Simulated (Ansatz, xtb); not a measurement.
## Isomers of C2H8OSi3 in order of energy

4 gas-phase structures of C2H8OSi3, from a drawn sample of its isomers (lower ones may exist). Each was relaxed with GFN2-xTB; where two conformers were screened, the lower at r2SCAN-D4/def2-SVP is listed:

A. `C#C[SiH2][SiH2][SiH2]O`, a singlet
B. `C#C[Si@@H](O)[SiH2][SiH3]`, a singlet
C. `C#C[SiH2][Si@@H](O)[SiH3]`, a singlet
D. `C#C[Si@@H]([SiH3])[SiH2]O`, a singlet

Estimate their order in r2SCAN-D4/def2-SVP energy at these geometries, lowest first.

Calculated order at r2SCAN-D4/def2-SVP: B (0.0), A (6.2), D (12.3), C (22.3) kJ/mol.

Energies above the lowest of each column, in kJ/mol; the last columns are at PBE0-D3(BJ)/def2-SVP geometries:

```csv
structure,GFN2-xTB,HF/STO-3G,r2SCAN-D4/def2-SVP,PBE0-D3(BJ)/def2-SVP,CCSD(T)/def2-SVP + ΔMP2/def2-TZVPP
B,10.8,0.0,0.0,1.3,0.0
A,0.8,16.0,6.2,0.0,0.6
D,0.0,9.1,12.3,8.3,8.0
C,2.7,15.8,22.3,17.2,16.0
```

CCSD(T)/def2-SVP + ΔMP2/def2-TZVPP puts B lowest, with A within 1 kcal/mol; GFN2-xTB picks D. Some further structures that were screened fall inside this span and aren't listed. Flexible structures stand in one conformer each, not always the lowest. ΔMP2 is the change of the MP2 energy from the smaller to the larger basis.

Over these structures GFN2-xTB departs from r2SCAN-D4/def2-SVP by 9.3 kJ/mol on average once a common shift is removed. A GFN2-xTB relaxation took about 0.17 s and the r2SCAN-D4/def2-SVP energy about 1.8 s on a shared host (Ansatz 0.2.0, xtb 6.7.1).
